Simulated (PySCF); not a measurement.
## Worked example: chemical shift, span and skew from a shielding tensor

C₅H₉B, SMILES CCB(C#C)C. Atoms are numbered in the order given.

```xyz
15

C     -0.6962     2.3257     0.4197
C     -0.6016     1.1410     0.1441
B     -0.4675    -0.3461    -0.1965
C     -1.7008    -1.1020    -0.8179
C      0.8922    -1.1000     0.0638
C      2.1210    -0.2807     0.4619
H     -0.7816     3.3692     0.6615
H     -2.6558    -0.8223    -0.3440
H     -1.7873    -0.7743    -1.8728
H     -1.5970    -2.1981    -0.8218
H      1.1013    -1.7348    -0.8196
H      0.6473    -1.8429     0.8535
H      1.9285     0.3081     1.3726
H      2.3929     0.4377    -0.3281
H      3.0009    -0.9163     0.6516
```
Charge 0, spin multiplicity 1.

Geometry: B3LYP-D3(BJ)/def2-SVP. The structure was generated by enumeration, and PubChem lists no compound with its InChIKey, so it may never have been made. One conformer was computed; it need not be the lowest.

GIAO shieldings from PBE/pcSseg-1 run with PySCF, non-relativistic, no solvent. The symmetric part of the tensor of C5 has the principal values 117.9, 161.0, 167.7 ppm. The same nucleus in TMS has σ = 182.0 ppm at this level (PySCF, at its B3LYP-D3(BJ)/def2-TZVP geometry).

**Question.** Work out the isotropic shielding, the ¹³C shift against TMS, the span and the skew.

**Answer.** 
σ(iso) = (σ11 + σ22 + σ33)/3 = 148.9 ppm. δ = σ(ref) − σ(iso) = 182.0 − (148.9) = 33.1 ppm.
Span Ω = σ33 − σ11 = 49.8 ppm. Skew κ = 3(σ(iso) − σ22)/Ω = -0.73. Tumbling in solution averages the tensor to δ; in a static solid the shielding alone would spread this spin-1/2 line over Ω.
